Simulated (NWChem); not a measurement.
System: C2H3F2Ga; SMILES C=[CH][Ga]([F])[F]

Here is an NWChem input.

```
start job
memory heap 200 mb stack 700 mb global 900 mb
geometry units angstroms noautoz
  Ga    -0.049843     0.300383     0.000000
  F     -0.952877     1.793284     0.000000
  F      1.678414     0.561938     0.000000
  C     -0.785324    -1.475784     0.000000
  C      0.027114    -2.540077     0.000000
  H     -1.871383    -1.618035     0.000000
  H     -0.364749    -3.564336     0.000000
  H      1.118086    -2.441374     0.000000
end
basis spherical
  Ga library def2-svp
  F library def2-svp
  C library def2-svp
  H library def2-svp
end
dft
  xc xpbe96 cpbe96
  iterations 150
  mulliken
end
task dft energy
```

NWChem printed, in part:

```
             Northwest Computational Chemistry Package (NWChem) 7.3.0
             --------------------------------------------------------

 CS  symmetry detected

                             Geometry "geometry" -> ""
                             -------------------------

 Output coordinates in angstroms (scale by  1.889725989 to convert to a.u.)

  No.       Tag          Charge          X              Y              Z
 ---- ---------------- ---------- -------------- -------------- --------------
    1 Ga                  31.0000    -0.03667994     0.31958640     0.00000000
    2 F                    9.0000    -0.92801513     1.81950152     0.00000000
    3 F                    9.0000     1.69356903     0.56762223     0.00000000
    4 C                    6.0000    -0.78602419    -1.45077648     0.00000000
    5 C                    6.0000     0.01806855    -2.52138843     0.00000000
    6 H                    1.0000    -1.87316209    -1.58453253     0.00000000
    7 H                    1.0000    -0.38178993    -3.54255262     0.00000000
    8 H                    1.0000     1.10977885    -2.43121746     0.00000000

 Effective nuclear repulsion energy (a.u.)     352.8956050488

      Symmetry information
      --------------------

 Group name             Cs
 Group number              2
 Group order               2
 No. of unique centers     8

  pbe96 is a nonlocal functional; adding pw91lda local functional.

                                 NWChem DFT Module
                                 -----------------

 Summary of "ao basis" -> "ao basis" (spherical)
 ------------------------------------------------------------------------------
       Tag                 Description            Shells   Functions and Types
 ---------------- ------------------------------  ------  ---------------------
 Ga                         def2-svp                12       32   5s4p3d
 F                          def2-svp                 6       14   3s2p1d
 C                          def2-svp                 6       14   3s2p1d
 H                          def2-svp                 3        5   2s1p

      Symmetry analysis of basis
      --------------------------

        a'         74
        a"         29

            General Information
            -------------------
          SCF calculation type: DFT
          Wavefunction type:  closed shell.
          No. of atoms     :     8
          No. of electrons :    64
           Alpha electrons :    32
            Beta electrons :    32
          Charge           :     0
          Spin multiplicity:     1
          Use of symmetry is: on ; symmetry adaption is: on
          Maximum number of iterations: 150
          AO basis - number of functions:   103
                     number of shells:    45
          Convergence on energy requested:  1.00D-06
          Convergence on density requested:  1.00D-05
          Convergence on gradient requested:  5.00D-04

              XC Information
              --------------
          PerdewBurkeErnzerhof Exchange Functional  1.000
            Perdew 1991 LDA Correlation Functional  1.000 local
           PerdewBurkeErnz. Correlation Functional  1.000 non-local

             Grid Information
             ----------------
          Grid used for XC integration:  medium
          Radial quadrature: Mura-Knowles
          Angular quadrature: Lebedev.
          Tag              B.-S. Rad. Rad. Pts. Rad. Cut. Ang. Pts.
          ---              ---------- --------- --------- ---------
          Ga                  1.30      112          11.0       590
          F                   0.50       49          13.0       434
          C                   0.70       49          10.0       434
          H                   0.35       45          12.0       434
          Grid pruning is: on
          Number of quadrature shells:   443
          Spatial weights used:  Erf1

      Superposition of Atomic Density Guess
      -------------------------------------

 Sum of atomic energies:       -2198.30834188

      Non-variational initial energy
      ------------------------------

 Total energy =   -2199.602993
 1-e energy   =   -3768.316428
 2-e energy   =    1215.817830
 HOMO         =      -0.355858
 LUMO         =      -0.032506

      Symmetry analysis of molecular orbitals - initial
      -------------------------------------------------

  Numbering of irreducible representations:

     1 a'          2 a"

  Orbital symmetries:

     1 a'          2 a'          3 a'          4 a'          5 a"
     6 a'          7 a'          8 a'          9 a'         10 a'
    11 a'         12 a'         13 a"         14 a'         15 a'
    16 a'         17 a'         18 a'         19 a"         20 a"
    21 a'         22 a'         23 a'         24 a'         25 a'
    26 a"         27 a"         28 a'         29 a'         30 a'
    31 a'         32 a"         33 a"         34 a'         35 a"
    36 a'         37 a'         38 a'         39 a'         40 a'
    41 a'         42 a'

     ---------------------------------------------
      Total Density - Mulliken Population Analysis
     ---------------------------------------------

    Atom       Charge   Shell Charges
 -----------   ------   -------------------------------------------------------
    1 Ga  31    29.50   2.00  2.00  2.00  0.75  0.12  6.00  5.98  0.42  0.14  8.11  1.83  0.17
    2 F    9     9.71   1.99  1.15  0.80  3.55  2.21  0.00
    3 F    9     9.71   1.99  1.15  0.80  3.56  2.21  0.00
    4 C    6     6.30   1.99  0.98  0.33  1.92  1.06  0.02
    5 C    6     6.10   1.99  0.96  0.28  1.91  0.93  0.03
    6 H    1     0.89   0.66  0.20  0.03
    7 H    1     0.89   0.67  0.20  0.02
    8 H    1     0.89   0.67  0.20  0.02

   convergence    iter        energy       DeltaE   RMS-Dens  Diis-err
 ---------------- ----- ----------------- --------- --------- ---------
 d= 0,ls=0.0,diis     1  -2201.4212397701 -2.55D+03  2.63D-02  1.19D+00
 d= 0,ls=0.0,diis     2  -2200.6413853573  7.80D-01  1.78D-02  9.67D+00
 d= 0,ls=0.0,diis     3  -2201.5645766943 -9.23D-01  1.82D-03  6.22D-02
 d= 0,ls=0.0,diis     4  -2201.5647059215 -1.29D-04  1.44D-03  4.38D-02
 d= 0,ls=0.0,diis     5  -2201.5673879576 -2.68D-03  6.25D-04  9.03D-03
  Resetting Diis
 d= 0,ls=0.0,diis     6  -2201.5686373604 -1.25D-03  1.12D-04  3.35D-04
 d= 0,ls=0.0,diis     7  -2201.5686709302 -3.36D-05  5.92D-05  1.18D-05
 d= 0,ls=0.0,diis     8  -2201.5686657981  5.13D-06  4.11D-05  6.96D-05
 d= 0,ls=0.0,diis     9  -2201.5686720344 -6.24D-06  4.73D-06  1.47D-07
 d= 0,ls=0.0,diis    10  -2201.5686720509 -1.65D-08  1.27D-06  4.27D-08

         Total DFT energy =    -2201.568672050919
      One electron energy =    -3769.758629824396
           Coulomb energy =     1322.645263251770
    Exchange-Corr. energy =     -107.350910527043
 Nuclear repulsion energy =      352.895605048750

 Numeric. integr. density =       63.999993707775

                  Occupations of the irreducible representations
                  ----------------------------------------------

                     irrep           alpha         beta
                     --------     --------     --------
                     a'               25.0         25.0
                     a"                7.0          7.0

                       DFT Final Molecular Orbital Analysis
                       ------------------------------------

 Vector   30  Occ=2.000000D+00  E=-3.074708D-01  Symmetry=a'
              MO Center=  5.2D-01,  1.1D+00,  8.2D-16, r^2= 2.6D+00
   Bfn.  Coefficient  Atom+Function         Bfn.  Coefficient  Atom+Function
  ----- ------------  ---------------      ----- ------------  ---------------
    51     -0.462548  3 F  py                36      0.432227  2 F  px
    54      0.323369  3 F  py                39     -0.294831  2 F  px
    50      0.189082  3 F  px                53     -0.119180  3 F  px
    37      0.097496  2 F  py                40     -0.079718  2 F  py
    15     -0.074730  1 Ga px                63      0.072605  4 C  s

 Vector   31  Occ=2.000000D+00  E=-2.866211D-01  Symmetry=a'
              MO Center= -2.0D-01, -5.0D-01, -1.5D-15, r^2= 4.3D+00
   Bfn.  Coefficient  Atom+Function         Bfn.  Coefficient  Atom+Function
  ----- ------------  ---------------      ----- ------------  ---------------
    65     -0.285052  4 C  py                37      0.279525  2 F  py
    51      0.232917  3 F  py                 4     -0.211613  1 Ga s
    94     -0.185377  7 H  s                 40     -0.183541  2 F  py
    89      0.180458  6 H  s                 13      0.177671  1 Ga py
    63     -0.175486  4 C  s                 64     -0.172737  4 C  px

 Vector   32  Occ=2.000000D+00  E=-2.804326D-01  Symmetry=a"
              MO Center= -3.5D-01, -1.8D+00, -1.4D-15, r^2= 1.9D+00
   Bfn.  Coefficient  Atom+Function         Bfn.  Coefficient  Atom+Function
  ----- ------------  ---------------      ----- ------------  ---------------
    66      0.407317  4 C  pz                80      0.398996  5 C  pz
    69      0.262329  4 C  pz                83      0.250327  5 C  pz
    52      0.111877  3 F  pz                38      0.086855  2 F  pz
    55     -0.079454  3 F  pz                41     -0.060020  2 F  pz
    19      0.057762  1 Ga d -1              14      0.049524  1 Ga pz

 Vector   33  Occ=0.000000D+00  E=-9.137907D-02  Symmetry=a"
              MO Center= -2.2D-01, -1.2D+00, -2.8D-16, r^2= 3.7D+00
   Bfn.  Coefficient  Atom+Function         Bfn.  Coefficient  Atom+Function
  ----- ------------  ---------------      ----- ------------  ---------------
    83      0.484628  5 C  pz                80      0.415469  5 C  pz
    69     -0.353238  4 C  pz                14     -0.320786  1 Ga pz
    17     -0.315314  1 Ga pz                66     -0.261115  4 C  pz
    11      0.152565  1 Ga pz                38     -0.126776  2 F  pz
    52     -0.118718  3 F  pz                41      0.104120  2 F  pz

[...]
```

Level: PBE/def2-SVP. The geometry was optimised at PBE0/def2-SVP.
